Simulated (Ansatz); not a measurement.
Consider the hydrogen abstraction from the Si–H bond: `C[SiH2]C#N` + H• → `C[SiH]C#N`• + H₂.

Isolated molecules relaxed with PBE0-D4/def2-TZVP in Ansatz; ΔE leaves out vibrations. CCSD(T)/CBS adds triple-zeta CCSD(T) − MP2 to the extrapolated MP2 energy (def2 sets, frozen cores). This one scheme is used for every species, atoms too. DFT in def2-TZVPP. No spin–orbit coupling; open shells (•) take unrestricted orbitals.

`C[SiH2]C#N`:

```xyz
9

C     0.069    0.849    0.928
Si   -0.122    0.053   -0.741
C     0.075   -1.782   -0.555
N     0.200   -2.919   -0.416
H     1.055    0.638    1.346
H    -0.687    0.477    1.622
H    -0.044    1.933    0.843
H     0.921    0.484   -1.702
H    -1.467    0.266   -1.325
```

`C[SiH]C#N`•:

Cartesian coordinates in Å:
```
C -0.199 -0.846 -0.808
Si 0.681 0.625 -0.077
C 0.229 0.825 1.693
N 0.017 0.917 2.825
H 0.041 -1.753 -0.250
H 0.101 -0.988 -1.848
H -1.281 -0.695 -0.776
H 0.411 1.914 -0.759
```

H₂:

Cartesian coordinates in Å:
```
H -0.329 0.176 0.000
H 0.329 -0.176 0.000
```

| level | ΔE (eV) |
| --- | --- |
| PBE-D4 | -0.63 |
| ωB97M-V | -0.47 |
| BLYP | -0.75 |
| r2SCAN | -0.69 |
| r2SCANh | -0.67 |
| HF/def2-SVP | -0.22 |
| MP2/def2-TZVPP | -0.29 |
| HF/CBS(def2) | -0.28 |

Question: What does CCSD(T)/CBS give? (An estimate is asked.)

Answer: The calculation gave: -0.52 eV. The listed levels differ from it by -0.11, 0.05, -0.23, -0.17, -0.15, 0.30, 0.23, 0.24 eV.

Largest T1 diagnostic among the species: 0.022.

At CCSD(T), def2-SVP lies +0.06 eV from the extrapolated value and def2-TZVPP −0.01 eV. From PBE to PBE0 (25 % exact exchange), in def2-TZVPP and without D4, ΔE moves by +0.08 eV.
